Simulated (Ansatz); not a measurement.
Ansatz (a quantum-chemistry and plane-wave program) input file for C4H5, SMILES CC#C[CH2], multiplicity 2, PBE0/def2-SVPD. Geometry optimised at ωB97X-D3(BJ)/def2-SVP.

Ansatz 0.2 input:
```yaml
crystal:
  periodic: [false, false, false]
  atoms:
    - {symbol: C, position_ang: [1.90798115, 0.11430529, 0.52067250]}
    - {symbol: C, position_ang: [0.50030305, 0.02963341, 0.13173975]}
    - {symbol: C, position_ang: [-0.68507449, -0.04113677, -0.18782473]}
    - {symbol: C, position_ang: [-2.01503377, -0.12054140, -0.54768369]}
    - {symbol: H, position_ang: [2.45054281, -0.80299296, 0.24208930]}
    - {symbol: H, position_ang: [2.00608705, 0.24567212, 1.61123838]}
    - {symbol: H, position_ang: [2.40205830, 0.96920099, 0.03250225]}
    - {symbol: H, position_ang: [-2.57361779, 0.77767654, -0.82588653]}
    - {symbol: H, position_ang: [-2.53412592, -1.08311989, -0.56136640]}
basis:
  gaussian:
    orbitals: def2-SVPD
hamiltonian:
  xc: {name: PBE0}
magnetization: {spin_polarized: true, initial_magnetization: 1}
```

Output:

```
WARN ansatz: RAYON_NUM_THREADS=1 ignored (pool sized by the plan → 1); use --threads N
Functional definition: PBE0
integrals: 0.04 GiB planned
996 factors; their error is unknown
mean field: 0.47 GiB planned
mean field evaluation 1: about -4213.7633 eV, gradient 2.9e1 eV
mean field evaluation 2: about -4214.5655 eV, gradient 2.7e1 eV
mean field evaluation 4: about -4218.4106 eV, gradient 2.6e0 eV
mean field evaluation 8: about -4218.4474 eV, gradient 1.2e-1 eV
mean field evaluation 16: about -4218.4318 eV, gradient 1.1e-4 eV
mean field -4218.43181922 eV, -155.0245100005 hartree, gradient 4.1e-5 eV, S^2 0.776733; 0 other end points of the search recorded, 0 dependent functions left out
reference -4218.43184651 eV, -155.0245110035 hartree; 15, 14 occupied and 105, 106 virtual orbitals, 996 factors
Total energy: -4218.43184651 eV, -155.0245110035 hartree
```

The calculation finished and met its thresholds.

Cost: very roughly 2.0 core-seconds.
